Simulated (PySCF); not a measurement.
Give a PBE0-D3(BJ)/def2-SVP geometry of `CC(C)CBr`.

```
atom  x, y, z in Å
C1    -1.1521   -0.8793   -0.0312
C2     0.1004   -0.1013    0.3476
C3    -0.1986    1.3857    0.5274
C4     1.2121   -0.2552   -0.6781
Br5    1.8736   -2.0814   -0.8319
H6    -1.9301   -0.7681    0.7390
H7    -1.5682   -0.5108   -0.9838
H8    -0.9367   -1.9514   -0.1480
H9     0.4817   -0.4955    1.3063
H10   -0.9755    1.5355    1.2924
H11   -0.5671    1.8325   -0.4109
H12    0.6946    1.9476    0.8416
H13    0.8751    0.0286   -1.6858
H14    2.0896    0.3501   -0.4153
```

Any rigid rotation of these coordinates is as good. Atoms count from 1 in this order. Of the pairs four or more bonds apart, Br5···H8 is among the closest relative to their van der Waals radii: 2.90 Å, 95 % of the sum of Bondi's values.

Bonds between heavy atoms (Å): C1–C2 1.522, C2–C3 1.527, C2–C4 1.520, C4–Br5 1.948.

Method: PBE0-D3(BJ)/def2-SVP geometry optimisation, gas phase in PySCF 2.14.0.

Point group: C1 (no symmetry element, even within 0.4 Å). No PBE0-D3(BJ)/def2-SVP frequencies stand behind this structure, so it isn't proved a minimum. The numbers are those of one conformer (C1–C2–C4–Br5 -64°).

Hardware: one thread of an Intel Xeon 6975P-C, shared host with 192 logical CPUs at a one-minute load of 91. Cost: 44 s of wall time, 0.59 GiB resident at most. That covers the optimisation of the geometry.
